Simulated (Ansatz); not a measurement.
Consider the ligand exchange at a Ga–S bond: `C[S][Ga]([Cl])[Cl]` + `CNC` → `C[N](C)[Ga]([Cl])[Cl]` + CH₃SH.

Program: Ansatz. Geometries: PBE0-D4/def2-TZVP. ΔE: electronic, gas phase. CBS: MP2 limit from def2 TZ/QZ plus the TZ coupled-cluster correction, frozen cores. This one scheme is used for every species. Functionals use def2-TZVPP. B3LYP here is the variant with VWN-RPA as its local correlation; programs differ in this. HSE06 is defined as in plane-wave codes. For Ga outer-core shells are correlated without core-valence functions, which leaves a few kJ/mol of doubt a bond. Scalar relativity is left out up to krypton. Each species was taken in one conformer, which may not be the lowest.

```tsv
level	ΔE (kcal/mol)
LDA (SPW92)	9.4
PBE-D4	11.5
B97M-V	11.7
B3LYP-D4	10.7
HSE06-D4	11.8
CAM-B3LYP-D4	9.4
CCSD/def2-SVP	7.4
MP2/def2-QZVPP	8.8
```

What does CCSD(T)/CBS give? (Best estimate.)

Ansatz gave: +9.3 kcal/mol. The listed levels differ from it by 0.1, 2.2, 2.4, 1.4, 2.5, 0.1, -1.9, -0.5 kcal/mol.

Largest T1 diagnostic among the species: 0.012.

In def2-TZVPP, CCSD(T) changes the Hartree–Fock value by −3.3 kcal/mol (the triples alone add −0.1 kcal/mol) and MP2 by −3.3 kcal/mol. Leaving LDA and LC-ωPBE aside and taking each functional with its dispersion term where it has one, the values spread over 2.3 kcal/mol, from CAM-B3LYP-D4 to HSE06-D4. LDA lies −2.6 kcal/mol from PBE without D4. At CCSD(T), def2-SVP lies −2.1 kcal/mol from the extrapolated value and def2-TZVPP −0.7 kcal/mol.
